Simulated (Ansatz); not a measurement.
## BCl2F (dichlorofluoroborane): the vertical energy of the triplet above the singlet, rung by rung

BCl2F has 4 atoms, charge 0, and is taken as a singlet. SMILES: `FB(Cl)Cl`. The coordinates come from a PBE0-D4/def2-TZVP relaxation.

```xyz
4

F     0.1144   -1.1653   -0.7812
B     0.0079   -0.0806   -0.0540
Cl   -1.5495    0.3738    0.5714
Cl    1.4273    0.8721    0.2638
```

Each level gives the vertical energy of the triplet above the singlet (eV). The values are calculated.

| level | kind | program | value (eV) | less FCI/STO-3G | CPU time (all runs) |
| --- | --- | --- | --- | --- | --- |
| HF/STO-3G | Hartree–Fock | Ansatz | 7.45 | -0.69 | 0.94 s |
| BLYP/STO-3G | GGA | Ansatz | 6.78 | -1.36 | 13 s |
| PBE/STO-3G | GGA | Ansatz | 6.84 | -1.30 | 13 s |
| r2SCAN/STO-3G | meta-GGA | Ansatz | 6.99 | -1.15 | 46 s |
| r2SCAN0/STO-3G | hybrid meta-GGA | Ansatz | 7.34 | -0.80 | 16 s |
| CAM-B3LYP/STO-3G | range-separated hybrid | Ansatz | 7.44 | -0.70 | 6.8 s |
| BCCD(T)/STO-3G | coupled cluster or CI | Ansatz | 8.15 | +0.01 | 3 s |
| CCSDT(Q)/STO-3G | coupled cluster or CI | Ansatz | 8.14 | 0.00 | 13 s |
| FCI/STO-3G | exact in the basis | Ansatz | 8.14 | 0.00 | 21 s |

FCI/STO-3G is exact within its basis and frozen core, so for wave-function methods in that basis the difference is their error; functionals converge differently with the basis, so for them it is only a difference. The values span 6.78 to 8.15 eV. A triplet this far above the singlet is often a Rydberg-like or dissociative state; sets without diffuse functions put Rydberg states too high. All rows use very small basis sets, so none should be taken for the real molecule's value. In so small a basis fixed costs decide the times, and correlated methods can beat functionals. CPU times are rough (shared hosts, several kinds of processor and program).
